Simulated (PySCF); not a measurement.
# Electric properties by functional and basis

Compound: carbon diselenide, CSe2.
Structure used (PBE0-D3(BJ)/def2-SVP), in Å, numbered top down from 1:
```xyz
3
CSe2 angstrom
Se    -1.681    0.181   -0.012
C      0.008    0.102   -0.008
Se     1.697    0.023   -0.005
```

PySCF, dipoles from the SCF density, polarisabilities from static response with core orbitals frozen. Isolated species at its PBE0-D3(BJ)/def2-SVP geometry, gas phase. Relativistic effects, spin–orbit coupling among them, are left out although an element past zinc is present.

Reference polarisability: 11.269 Å³ (measured, gas; NIST CCCBDB Release 22 (SRD 101), experimental polarizabilities). The anisotropy is √(½[(α1 − α2)² + (α2 − α3)² + (α3 − α1)²]).

```json
{"level": "LDA/def2-SVPD", "α (Å³)": "10.70", "error (%)": "-5.0", "anisotropy (Å³)": "11.09"}
{"level": "PBE/def2-SVPD", "α (Å³)": "10.79", "error (%)": "-4.2", "anisotropy (Å³)": "11.19"}
{"level": "B3LYP/def2-SVPD", "α (Å³)": "10.77", "error (%)": "-4.4", "anisotropy (Å³)": "11.31"}
{"level": "PBE0/def2-SVPD", "α (Å³)": "10.69", "error (%)": "-5.1", "anisotropy (Å³)": "11.26"}
{"level": "BHandHLYP/def2-SVPD", "α (Å³)": "10.70", "error (%)": "-5.0", "anisotropy (Å³)": "11.44"}
{"level": "CAM-B3LYP/def2-SVPD", "α (Å³)": "10.77", "error (%)": "-4.4", "anisotropy (Å³)": "11.55"}
{"level": "wB97X-D/def2-SVPD", "α (Å³)": "10.87", "error (%)": "-3.5", "anisotropy (Å³)": "11.59"}
{"level": "LC-wPBE/def2-SVPD", "α (Å³)": "10.73", "error (%)": "-4.7", "anisotropy (Å³)": "11.79"}
{"level": "HF/def2-SVPD", "α (Å³)": "10.86", "error (%)": "-3.7", "anisotropy (Å³)": "11.75"}
{"level": "PBE0/6-31G*", "α (Å³)": "8.44", "error (%)": "-25.1", "anisotropy (Å³)": "12.39"}
{"level": "PBE0/def2-SVP", "α (Å³)": "8.34", "error (%)": "-26.0", "anisotropy (Å³)": "11.79"}
{"level": "PBE0/aug-cc-pVDZ", "α (Å³)": "10.52", "error (%)": "-6.7", "anisotropy (Å³)": "11.49"}
{"level": "PBE0/def2-TZVP", "α (Å³)": "9.84", "error (%)": "-12.7", "anisotropy (Å³)": "11.96"}
{"level": "PBE0/def2-TZVPD", "α (Å³)": "10.76", "error (%)": "-4.5", "anisotropy (Å³)": "11.30"}
{"level": "PBE0/aug-cc-pVTZ", "α (Å³)": "10.74", "error (%)": "-4.7", "anisotropy (Å³)": "11.37"}
```

For the polarisability, the smallest error is 3.5% (wB97X-D/def2-SVPD) and the largest 26.0% (PBE0/def2-SVP). The dipole stays under 0.05 D at every level. In one basis (def2-SVPD) the functionals order the polarisability from PBE0 (lowest) to wB97X-D (highest), a spread of 2%. With PBE0 the polarisability is 8.87 Å³ without diffuse functions (mean of 6-31G*, def2-SVP and def2-TZVP) and 10.68 Å³ with them (mean of aug-cc-pVDZ, def2-SVPD, def2-TZVPD and aug-cc-pVTZ). Measured values can belong to vibrating molecules; the computed ones are for one fixed geometry.
